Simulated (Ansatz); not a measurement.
C₂H₇NOSi₂, SMILES [SiH3]C1=NC[SiH2]O1.

Geometry optimised at PBE0-D3(BJ)/def2-SVP. This is a generated structure with no PubChem entry under its InChIKey; it may be hypothetical. Other conformers were not sampled.

Two levels are set side by side: PBE/def2-SVPD (Ansatz, an electronic-structure program) and PBE0/def2-SVPD (Ansatz). Energy differences of separate SCF runs at the same geometry; the states with an electron removed or added have multiplicity 2 and 2. Differences are taken from unrounded values.

```json
[
 {"quantity": "vertical ionisation energy (eV)", "PBE0": "9.36", "PBE": "9.18", "PBE minus PBE0": "-0.17"},
 {"quantity": "vertical singlet–triplet gap (eV)", "PBE0": "4.49", "PBE": "4.54", "PBE minus PBE0": "0.05"}
]
```

On these quantities the two levels nearly agree.
